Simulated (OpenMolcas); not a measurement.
# V+: effect of the active space

| Property | Result |
| --- | --- |
| Program | OpenMolcas |
| Method | SS-CASPT2 or its RAS form, IPEA 0.25 Eh, imaginary shift 0.1 Eh |
| Basis | ANO-RCC-VDZP |
| Scalar Hamiltonian | DKH2, point nucleus |
| Spin-orbit coupling | state interaction with AMFI integrals over the reference wave functions, term energies averaged over their components |

A. 4 electrons in 5 orbitals (3d); 2S+1 = 5 even, 5 roots; 2S+1 = 3 even, 45 roots; 2S+1 = 1 even, 50 roots (44 in the spin-orbit step); closed shells correlated: 3s 3p; CASPT2 step about 11 core-seconds
B. 4 electrons in 6 orbitals (3d 4s); 2S+1 = 5 even, 15 roots; 2S+1 = 3 even, 80 roots; 2S+1 = 1 even, 70 roots; closed shells correlated: 3s 3p; CASPT2 step roughly 40 core-seconds
C. 4 electrons in 9 orbitals (RAS2 3d 4s; RAS3 4p, at most 2 electrons); 2S+1 = 5 even, 15 roots; 2S+1 = 3 even, 90 roots kept (CI in the orbitals of an earlier block, 80 in the spin-orbit step); 2S+1 = 1 even, 70 roots kept (CI in the orbitals of an earlier block, 63 in the spin-orbit step); 2S+1 = 5 odd, 30 roots (29 in the spin-orbit step); 2S+1 = 3 odd, 89 roots kept (CI in the orbitals of an earlier block, 32 in the spin-orbit step); 2S+1 = 1 odd, 76 roots kept (CI in the orbitals of an earlier block, 0 in the spin-orbit step); closed shells correlated: 3s 3p; CASPT2 step of the order of 4 core-minutes

Energies in cm-1 above 3d4 5D0, the measured ground level; measured values from NIST Handbook of Basic Atomic Spectroscopic Data.

```tsv
Level	A	B	C	Measured
3d4 5D0	0.0	0.0	0.0	0.0
3d4 5D1	39.9	43.8	43.5	36.0
3d4 5D2	118	130	129	107
3d4 5D3	233	256	255	209
3d4 5D4	380	418	418	339
3d4 3H4	13540	13690	15070	
3d4 3H5	13620	13790	15160	
3d4 3H6	13710	13890	15270	
3d4 3G3	16350	16640	16890	
3d4 3G4	16450	16750	16990	
3d4 3G5	16550	16860	17100	
3d4 3D3	20410	20380	20580	
3d4 3D2	20440	20410	20630	
3d4 3D1	20480	20440	20650	
3d4 1I6	20530	20720	21380	
3d4 1S0	20700	20310	20900	
3d4 1D2	24590	24740	25590
```

B puts 3d3 4s 5F1 lowest. C puts 3d3 4s 5F1 lowest.

Deviations, from unrounded energies. A percentage is the sum of absolute deviations over the sum of measured energies, with the sign that they share, or ± where signs differ.

| Against measurement | Levels | A | B | C |
| --- | --- | --- | --- | --- |
| mean absolute deviation (cm-1) | 4 | 20 | 39 | 39 |
| fine structure of the ground term (%) | 4 | +11.7 | +22.8 | +22.3 |

A lies closest to measurement on these levels and B furthest from it. The largest miss of A in the table is 3d4 5D4, by +41 cm-1. The ranking rests on the paired levels alone, and a cruder setting can come out closer through cancelling errors.

The spin-orbit steps hold different terms of 3d4 (B lacks a 1G, a 3F, a 3P; C lacks 1F, a 1G, a 3F, a 3P), which shifts levels as well.

The two smallest mean deviations differ by little beside CASPT2's spread within terms, so their order carries little weight.

Among A to C the level of the table that moves most is 3d4 3H6, by 1600 cm-1 (lowest in A, highest in C). Moves below CASPT2's spread within the term are not significant.

CASPT2 breaks the degeneracy within a term, and the mean is taken; among the terms shown or strongly mixed into the levels shown the widest spread is 220 cm-1 (3d4 3G, B). Over all roots computed the reference weight is 0.90 to 0.95 in C; the roots of lowest weight are the least certain, and an intruder state may touch them. The CASPT2 spread within a term exceeds the gap to the next term for 3d4 3D and 3d4 1I, 3d4 1I and 3d4 1S, so the order of their levels is uncertain (figures for A; the like holds for B). Some high roots are left out of the spin-orbit mixing, which shifts the levels that they would mix with (holds for A; C). The lowest computed level is not the ground level that NIST lists (5D0) (holds for B; C). Configurations are named by rounded mean occupations; where the s occupation lies near a half they are strongly mixed, a name can repeat and a true partner stay unpaired (holds for B; C). Terms from blocks run as CI alone lack orbitals of their own (holds for C). Measured partners are found by configuration, term and J. A level has none where our copy of the source lacks it or the pairing is in doubt (some pairs that miss far off the trend of their configuration count as doubtful), and it then counts in no deviation. Levels of configurations outside the active space are missing. Levels that lie high or do not pair safely by name in every column are left out.
